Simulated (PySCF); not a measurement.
Br5W, charge +1, multiplicity 1. Atoms are numbered in the order given.

```xyz
6

W      0.0000     0.0000     0.0000
Br     0.0000     0.0000     2.4393
Br     0.0000     0.0000    -2.4393
Br     2.3899     0.0000     0.0000
Br    -1.1950     2.0698     0.0000
Br    -1.1950    -2.0698     0.0000
```
Charge +1, spin multiplicity 1.

The structure is a stationary point at B3LYP-D3(BJ)/def2-SVP. The spin state was assumed, not searched. The def2 effective core potentials stand for the cores of W; spin–orbit coupling is left out.

These are PBE/def2-TZVP (PySCF) values and carry that method's errors.

The molecule is in vacuum.

```
Property                                                        Result
------------------------------------------------  --------------------
total energy                                      -12935.93769 hartree
point group                                                        D3h
highest occupied level                                       -11.69 eV
lowest empty level                                           -10.01 eV
orbital gap                                                    1.68 eV
dipole moment about the centre of nuclear charge                0.00 D
```
